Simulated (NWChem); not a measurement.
C₂H₂F₃ cation

```xyz
7

F      0.1583    -1.8132     0.0000
C     -0.7034    -0.8071     0.0000
C     -0.0022     0.4889     0.0000
F      1.2313     0.5722     0.0000
F     -0.6281     1.5620     0.0000
H     -1.3772    -0.8043    -0.8889
H     -1.3772    -0.8043     0.8889
```
Atoms are numbered in this order, from 1.

Computed with NWChem. Pople sets run with spherical d functions. Structure relaxed at the PBE0/def2-SVP level. Atomic charges in e: unrestrained fits to the electrostatic potential beside Mulliken populations; buried atoms are poorly determined by the fit.

Task: Estimate the computed values for Hartree-Fock/6-31G*. Quantities: ESP F1; Mulliken F1; ESP C2; Mulliken C2; ESP C3; Mulliken C3; ESP F4; Mulliken F4; ESP F5; Mulliken F5; relative RMS misfit of the potential (%).

Result: 
```
Item                                      Result
----------------------------------------  ------
ESP F1                                     -0.16
Mulliken F1                                -0.34
ESP C2                                      0.06
Mulliken C2                                 0.00
ESP C3                                      0.86
Mulliken C3                                 1.07
ESP F4                                     -0.03
Mulliken F4                                -0.17
ESP F5                                     -0.07
Mulliken F5                                -0.19
relative RMS misfit of the potential (%)       2
```
